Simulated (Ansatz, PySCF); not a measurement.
Gas-phase reaction 2 R1 → P1, each structure at its B3LYP-D3(BJ)/def2-SVP stationary point, reached from a drawn start (curvature not checked).
R1, Cl3In (SMILES [Cl][In]([Cl])[Cl]) (charge 0, multiplicity 1, Z-matrix in Å and degrees):
```
In
Cl 1 2.3368
Cl 1 2.3368 2 120.00
Cl 1 2.3368 2 120.00 3 179.98
```
P1: Cl6In2 (SMILES [Cl][In-]1([Cl])[Cl+][In-]([Cl])([Cl])[Cl+]1), charge 0, multiplicity 1.

P less R. No zero-point or thermal terms; no spin–orbit coupling.

Cores are frozen in the correlated methods. In cc and def2 sets filled d and f shells under p-block atoms count as core.

Run with Ansatz (Gaussian orbitals); PySCF for the D3/D4 terms. No computed number here is a measurement. Elements past Kr take the def2 small-core potentials, without spin–orbit coupling.

```tsv
level	reaction energy (kcal/mol)
HF/def2-SVP	-27.94
BLYP/def2-TZVPP	-18.59
BLYP-D3(BJ)/def2-TZVPP	-27.79
r2SCAN-D3(BJ)/def2-TZVPP	-30.99
B3LYP/def2-TZVPP	-21.51
B3LYP-D4/def2-TZVPP	-28.42
PBE0/def2-TZVPP	…
wB97X-V/def2-TZVPP	…
CCSD(T)/def2-SVP	…
```

Q: Complete the blanks.

A: 
- PBE0/def2-TZVPP, reaction energy (kcal/mol): -25.58
- wB97X-V/def2-TZVPP, reaction energy (kcal/mol): -30.07
- CCSD(T)/def2-SVP, reaction energy (kcal/mol): -34.95

Ansatz is a quantum-chemistry and plane-wave program.
